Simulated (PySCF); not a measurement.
A structure optimised at B3LYP-D3(BJ)/def2-TZVP, used in a PySCF frequency run:

```xyz
6

Se     0.5948     0.1053     0.1616
N      0.4302    -1.7359     0.1165
H      0.5805    -2.1503     1.0261
H      1.0281    -2.1516    -0.5845
S     -1.4271     0.7568    -0.4686
H     -2.0098     0.7637     0.7452
```

Question: Write its SMILES and formula.

Answer: N[Se]S, H₃NSSe

Question: What are its rotational constants (standard atomic weights)?

Answer: 11.950, 3.5041, 2.8037 GHz
